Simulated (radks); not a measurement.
All-electron atom: Zr V in [Kr].

All-electron calculation, non-relativistic Kohn-Sham, BLYP, spin-unpolarised, spherical densities, point nucleus; relativity is left out, which matters for an element this heavy. Program: a radial shooting solver on a logarithmic mesh with Libxc functionals.

Energy parts (hartree):
part                       energy
total                 -3538.11814
kinetic                3536.57073
electron-nucleus      -8369.09372
Hartree                1405.68817
exchange-correlation   -111.28331

Orbitals (lengths in bohr, moments of r in powers of bohr; r(90%) holds 90 % of the orbital's charge):
1s: occ. 2; eigenvalue (hartree) -641.9071; <r^4> 9.617e-06; r(90%) 0.0679
2s: occ. 2; eigenvalue (hartree) -88.94342; <r^4> 0.001856; r(90%) 0.258
2p: occ. 6; eigenvalue (hartree) -81.65781; <r^4> 0.001255; r(90%) 0.234
3s: occ. 2; eigenvalue (hartree) -15.83130; <r^4> 0.09960; r(90%) 0.695
3p: occ. 6; eigenvalue (hartree) -13.09590; <r^4> 0.1058; r(90%) 0.707
3d: occ. 10; eigenvalue (hartree) -8.10898; <r^4> 0.1190; r(90%) 0.725
4s: occ. 2; eigenvalue (hartree) -3.41641; <r^4> 4.122; r(90%) 1.76
4p: occ. 6; eigenvalue (hartree) -2.65768; <r^4> 6.135; r(90%) 1.95

The highest occupied level is 4p at -72.319 eV. Summed over all electrons, <r^2> = 20.01 bohr^2, which gives a Langevin (diamagnetic) susceptibility term of -15.9 x 10^-6 cm^3/mol.
